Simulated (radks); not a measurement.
The numbers below are computed, except where a source is named.
Species: Br2+. Configuration: [Ar] 3d10 4s2 4p3. Code: a radial shooting solver on a logarithmic mesh with Libxc functionals. Model: non-relativistic Kohn-Sham, PBE, spin-polarised, spherical densities, point nucleus; open shells are filled with parallel spins first. Some entries of the table are withheld. Estimate them.

| orbital | occ. | eigenvalue (hartree) | <r^2> (bohr^2) |
|---|---|---|---|
| 1s up | 1 | -481.8623 | 0.002556 |
| 1s down | 1 | -481.8542 | 0.002556 |
| 2s up | 1 | -62.67943 | 0.04417 |
| 2s down | 1 | -62.67519 | 0.04416 |
| 2p up | 3 | -56.58885 | 0.03413 |
| 2p down | 3 | -56.58119 | 0.03413 |
| 3s up | 1 | -9.31928 | 0.3637 |
| 3s down | 1 | -9.30842 | 0.3633 |
| 3p up | 3 | -7.18856 | 0.3788 |
| 3p down | 3 | -7.17620 | 0.3779 |
| 3d up | 5 | (1) | 0.4284 |
| 3d down | 5 | (2) | 0.4229 |
| 4s up | 1 | -1.55037 | 2.958 |
| 4s down | 1 | -1.43138 | 2.968 |
| 4p up | 3 | -1.08047 | 3.902 |
| 4p down | 0 | -0.96171 | 4.043 |
| 4d up | 0 | -0.45723 | 9.103 |
| 5s up | 0 | -0.44886 | 17.20 |

Answer. 
(1) 3d up eigenvalue (hartree): -3.39172
(2) 3d down eigenvalue (hartree): -3.37602
